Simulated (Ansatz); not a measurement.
Ansatz results at the PBE0-D4/def2-TZVP geometry: HOMO–LUMO gap (PBE/def2-TZVPP) 2.69 eV; size of the dipole moment (PBE/def2-TZVPP) 3.12 D; HOMO energy (PBE0/def2-TZVPP) -6.33 eV.

Problem. Which molecule gave them?
A. `CCOC(=O)C(C)CC`
B. `C=C(N)N`
C. `[Cl][Ga]`
D. `C/N=N\C`

Solution. D. The others give `CCOC(=O)C(C)CC`: 5.35, 2.06, -7.65; `C=C(N)N`: 4.72, 1.08, -5.68; `[Cl][Ga]`: 4.10, 2.21, -7.47.
